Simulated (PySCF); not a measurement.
# Ca⁺: excitation energy

Ca⁺ [Ar] 4s1 (2S) → Ca⁺ [Ar] 4p1 (2P), as a difference of total energies. All numbers are calculated (PySCF 2.14, scalar relativity by spin-free X2C-1e, in aug-cc-pwCVQZ-X2C). The calculations carry no spin-orbit coupling.

```csv
method,excitation energy (eV)
UHF,2.930
MN15,2.885
PBEsol,2.811
B3LYP,2.947
```

For comparison: 3.142 eV (measured; NIST levels, between the centres of gravity of the two terms).
